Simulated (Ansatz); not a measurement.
GeOCl, SMILES [O]=[Ge][Cl], multiplicity 2.

Geometry: B3LYP-D3(BJ)/def2-TZVP.

Two levels are set side by side: PBE/def2-TZVPD (Ansatz, a first-principles code) and PBE0/def2-TZVPD (Ansatz). Energy differences of separate SCF runs at the same geometry; the states with an electron removed or added have multiplicity 1 and 1. Differences are taken from unrounded values.

```tsv
quantity	PBE0
vertical ionisation energy (eV)	10.72
vertical electron affinity (eV)	3.04
```

Question: What does PBE give, and how far is it from PBE0? (Estimate from the structure and the level; the computed values follow.)

Answer: 
| quantity | PBE | PBE minus PBE0 |
|---|---|---|
| vertical ionisation energy (eV) | 10.39 | -0.32 |
| vertical electron affinity (eV) | 2.97 | -0.08 |
